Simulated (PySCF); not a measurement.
C₂H₇BOS. Atoms are numbered in the order given.

```xyz
12

B      0.2148     0.2180     0.7284
C      0.2941    -0.3323     2.2102
H     -0.0604    -1.3763     2.3121
H     -0.3145     0.2967     2.8963
H      1.3393    -0.2949     2.5880
O      0.6035     1.4868     0.3684
H      0.9291     1.9954     1.1324
S     -0.4208    -0.8696    -0.5772
C     -0.3194     0.1875    -2.0686
H     -0.9381     1.0961    -1.9469
H     -0.6992    -0.4072    -2.9198
H      0.7268     0.4877    -2.2650
```
Charge 0, spin multiplicity 1.

Coordinates come from a PBE-D3(BJ)/def2-SVP optimisation. Other conformers were not sampled.

Level of theory: HF/pcSseg-1 (PySCF).

GIAO shieldings, no solvent; atoms alike by connectivity are averaged. δ = σ(ref) − σ: ¹¹B against BF3 (σ = 102.7 ppm); ¹³C against TMS (σ = 192.6 ppm); ¹H against TMS (σ = 31.99 ppm); ¹⁷O against H2O (σ = 333.0 ppm); ³³S against H2S (σ = 725.2 ppm), references at their B3LYP-D3(BJ)/def2-TZVP geometries, non-relativistic.

Computed chemical shifts:
| nucleus | atoms | count | δ (ppm) |
|---|---|---|---|
| ¹¹B | B1 | 1 | 40.0 |
| ¹³C | C9 | 1 | 16.1 |
| ¹³C | C2 | 1 | 8.1 |
| ¹H | H7 | 1 | 5.01 |
| ¹H | H10, H11, H12 | 3 | 2.54 |
| ¹H | H3, H4, H5 | 3 | 1.03 |
| ¹⁷O | O6 | 1 | 133.9 |
| ³³S | S8 | 1 | 112.7 |
